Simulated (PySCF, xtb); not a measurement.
CH₅F₃Si₂, SMILES F[SiH](C[SiH2]F)F.

GFN2-xTB (xtb) at its own geometry gives an orbital gap of 6.03 eV and a dipole moment of 2.25 D.

Geometry: PBE-D3(BJ)/def2-SVP. The structure was generated by enumeration, and PubChem lists no compound with its InChIKey, so it may never have been made. Other conformers were not sampled.

### Question
What does PBE/def2-TZVP (PySCF) give? (An estimate is asked for; the answer gives what the named calculation found.)

### Answer
gap 6.81 eV (levels -7.91 and -1.11 eV), dipole 2.46 D.
